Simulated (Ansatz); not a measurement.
Species: CHO (charge 0, doublet). It need not be the lowest isomer of its formula. SMILES: [OH+]=[C-]
Structure (B3LYP-D3(BJ)/def2-TZVP (Ansatz, a program for electronic structure) minimum search):
```xyz
3

C     -0.0947    -0.0290    -0.7845
O     -0.0341    -0.0108     0.4813
H      0.8408     0.2606     0.8568
```
Charge 0, spin multiplicity 2.

Property: atomisation energy (electronic, to ground-state atoms), in kcal/mol. Valence correlation only, unless marked. Open shells are spin-unrestricted. Spin-orbit coupling is left out. No relativistic terms. The coupled-cluster limit lacks core correlation, which all-electron functionals hold. Basis-set limits of correlation are two-point, X^-3; Hartree-Fock from the larger set.

```csv
level,program,atomisation energy (kcal/mol)
SVWN5/def2-TZVPD,Ansatz,287.5
BHLYP-D3(BJ)/def2-TZVPD,Ansatz + dftd3,222.4
HSE06-D4/def2-TZVPD,Ansatz + dftd4,…
LC-wPBE/def2-TZVPD,Ansatz,238.4
B2PLYP-D4/def2-TZVPD,Ansatz + dftd4,235.2
B2PLYP/def2-TZVPD,Ansatz,234.9
SCS-MP2/cc-pVQZ,Ansatz,237.5
CCSD/6-31G,Ansatz,…
CCSD/def2-QZVPPD,Ansatz,227.2
"CCSD(T)/CBS(aug-cc-pVTZ,aug-cc-pVQZ)",Ansatz,…
```

Fill in the missing entries.


- HSE06-D4/def2-TZVPD, atomisation energy (kcal/mol): 238.8
- CCSD/6-31G, atomisation energy (kcal/mol): 173.9
- CCSD(T)/CBS(aug-cc-pVTZ,aug-cc-pVQZ), atomisation energy (kcal/mol): 236.7
